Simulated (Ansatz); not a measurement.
`C=[C](I)[In]([OH])[Cl]` + H₂ → `[OH][InH][Cl]` + `C=CI`  (hydrogenolysis of the In–C bond)

Gas-phase electronic energies from Ansatz, PBE0-D4/def2-TZVP geometries. CCSD(T)/CBS adds triple-zeta CCSD(T) − MP2 to the extrapolated MP2 energy (def2 sets, frozen cores). This one scheme is used for every species. Functionals use def2-TZVPP. Elements past krypton have def2 core potentials. For I, In outer-core shells are correlated without core-valence functions, which leaves a few kJ/mol of doubt a bond. Each species was taken in one conformer, which may not be the lowest.

```
                 species  r2SCAN energy (Eh)
`C=[C](I)[In]([OH])[Cl]`         -1101.48103
                      H₂            -1.17128
         `[OH][InH][Cl]`          -726.87703
                  `C=CI`          -375.78918
```

Problem. Work out ΔE.

Solution. ΔE = (-726.87703) + (-375.78918) − (-1101.48103) − (-1.17128) = -0.01390 Eh = -0.38 eV. CCSD(T)/CBS gives -0.25 eV.

Largest T1 diagnostic among the species: 0.015.

The D4 term adds +0.15 eV with B3LYP and +0.09 eV with PBE0; it sums over pairs of atoms, weighted by their polarisabilities, and B3LYP, whose exchange is more repulsive, gets the larger term. Leaving LDA and LC-ωPBE aside and taking each functional with its dispersion term where it has one, the values, not all of them listed here, spread over 0.20 eV, from B97M-V to revPBE-D4.

B3LYP here is the variant with VWN-RPA as its local correlation; programs differ in this.
